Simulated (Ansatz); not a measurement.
Born–Oppenheimer molecular dynamics of FH3HfO3 (8 atoms, charge 0, multiplicity 1). It starts from a relaxed structure.

Computed with RKS PBE-D4/def2-SVP in Ansatz.

| Property | Result |
| --- | --- |
| ensemble | NVE (velocity Verlet) |
| time step | 0.5 fs |
| steps asked | 150 |
| starting velocities drawn for | 300 K |
| seed | 338605 |

First frame:

```xyz
8
Properties=species:S:1:pos:R:3
Hf -0.101 -0.138 0.148
F 0.083 0.216 2.045
O 1.668 -0.294 -0.618
H 2.494 -0.391 -1.105
O -1.063 1.334 -0.657
H -1.528 2.010 -1.163
O -1.083 -1.791 -0.070
H -1.561 -2.595 -0.302
```

(1) How far do the bonds stretch over the last three quarters of this one trajectory? (Pairs bonded in most of those frames.)

Results:

(1) 
| bond | mean (Å) | spread (Å) | shortest | longest |
| --- | --- | --- | --- | --- |
| Hf1–F2 | 1.938 | 0.006 | 1.93 | 1.95 |
| Hf1–O3 | 1.947 | 0.011 | 1.92 | 1.96 |
| Hf1–O5 | 1.952 | 0.016 | 1.92 | 1.98 |
| Hf1–O7 | 1.944 | 0.016 | 1.92 | 1.97 |
| O3–H4 | 0.969 | 0.024 | 0.93 | 1.00 |
| O5–H6 | 0.974 | 0.025 | 0.93 | 1.01 |
| O7–H8 | 0.968 | 0.021 | 0.94 | 1.00 |

Mean temperature of the second half: 149 K. The conserved energy stayed within 0.37 meV per atom of its start (net change 0.26 meV per atom), so the integration is sound. Over the second half the temperature averaged 0.50 of the 300 K drawn at the start: a run that starts near a minimum puts about half its kinetic energy into the potential. A run of 0.075 ps of so small a system gives no equilibrium averages.

The run took 5.3 min on 2 threads of Arm Neoverse V1 (shared host), peak memory 0.14 GiB.
